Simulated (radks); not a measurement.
Values are calculated unless marked as measured or tabulated.
Spherical jellium clusters: N electrons in a uniform positive sphere of charge N and radius rs N^(1/3), rs = 4.1 bohr. Level of theory: non-relativistic Kohn-Sham, LDA (Slater exchange, Perdew-Wang correlation), spin-polarised, spherical densities (a radial shooting solver with Libxc functionals). Levels are named by radial order and angular momentum (1s, 1p, 1d, 2s, ...), and open shells are averaged over m.

N = 19, configuration 1s2 1p6 1d10 2s(up 1, down 0). This is the lowest configuration that the search found. Occupied and some empty levels:

level    occupation  eigenvalue (eV)  <r> (bohr)
1s up             1          -4.9225       6.618
1s down           1          -4.7854       6.998
1p up             3          -4.1205       8.045
1p down           3          -4.0675       8.124
1d up             5          -3.1584       8.985
1d down           5          -3.1240       8.994
2s up             1          -2.8235       7.371
2s down           0          -2.5454       7.561
1f up             0          -2.0512       9.822
1f down           0          -2.0191       9.818
2p up             0          -1.5249       9.255
2p down           0          -1.4076       9.561
1g up             0         -0.84690       10.78
1g down           0         -0.81387       10.78

Energy (eV): total -35.8433, kinetic 30.974, external -1064.1, Hartree 526.36, exchange-correlation -67.770, background 538.73.
